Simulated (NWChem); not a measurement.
System meant: C₄H₅Cl; SMILES C(CCl)C#C

The following NWChem deck was run.

```
start job
memory heap 200 mb stack 900 mb global 1100 mb
geometry units angstroms noautoz
  C      0.954528    -2.390303    -0.126148
  C      0.054409    -1.593369     0.091960
  C     -1.023244    -0.637852     0.332268
  C     -0.889305     0.677795    -0.441121
  Cl     0.548825     1.627008     0.078802
  H      1.753815    -3.093515    -0.312127
  H     -1.093306    -0.413287     1.418941
  H     -1.996556    -1.097830     0.045928
  H     -0.781782     0.491580    -1.526829
  H     -1.779451     1.313499    -0.271478
end
basis spherical
  * library def2-svp
end
dft
  odft
  mult 2
  xc b3lyp
  iterations 150
  mulliken
end
task dft energy
```

End of the output:

```
 Summary of "ao basis" -> "" (spherical)
 ------------------------------------------------------------------------------
       Tag                 Description            Shells   Functions and Types
 ---------------- ------------------------------  ------  ---------------------
 *                          def2-svp                  on all atoms

                                 NWChem DFT Module
                                 -----------------

 Summary of "ao basis" -> "ao basis" (spherical)
 ------------------------------------------------------------------------------
       Tag                 Description            Shells   Functions and Types
 ---------------- ------------------------------  ------  ---------------------
 C                          def2-svp                 6       14   3s2p1d
 Cl                         def2-svp                 8       18   4s3p1d
 H                          def2-svp                 3        5   2s1p

 Summary of "ao basis" -> "ao basis" (spherical)
 ------------------------------------------------------------------------------
       Tag                 Description            Shells   Functions and Types
 ---------------- ------------------------------  ------  ---------------------
 C                          def2-svp                 6       14   3s2p1d
 Cl                         def2-svp                 8       18   4s3p1d
 H                          def2-svp                 3        5   2s1p

  number of electrons :                   46
  multiplicity        :                    2
 ------------------------------------------------------------------------
  no. of electrons and multiplicity not compatible                  46
 ------------------------------------------------------------------------
 ------------------------------------------------------------------------
  current input line :
    25: task dft energy
 ------------------------------------------------------------------------
 ------------------------------------------------------------------------
 There is an error in the input file
 ------------------------------------------------------------------------
 For more information see the NWChem manual at https://nwchemgit.github.io

0: no. of electrons and multiplicity not compatible:Received an Error in Communication
```

Task: Can this run be used? If not, why, and what is the fix?

Result: The input was rejected before any calculation. Cause: the multiplicity doesn't fit the number of electrons (an even count wants an odd multiplicity, and the reverse). This input runs:
```
start job
memory heap 200 mb stack 900 mb global 1100 mb
geometry units angstroms noautoz
  C      0.954528    -2.390303    -0.126148
  C      0.054409    -1.593369     0.091960
  C     -1.023244    -0.637852     0.332268
  C     -0.889305     0.677795    -0.441121
  Cl     0.548825     1.627008     0.078802
  H      1.753815    -3.093515    -0.312127
  H     -1.093306    -0.413287     1.418941
  H     -1.996556    -1.097830     0.045928
  H     -0.781782     0.491580    -1.526829
  H     -1.779451     1.313499    -0.271478
end
basis spherical
  C library def2-svp
  Cl library def2-svp
  H library def2-svp
end
dft
  xc b3lyp
  iterations 150
  mulliken
end
task dft energy
```
It converges to -615.31735 Ha (B3LYP/def2-SVP).
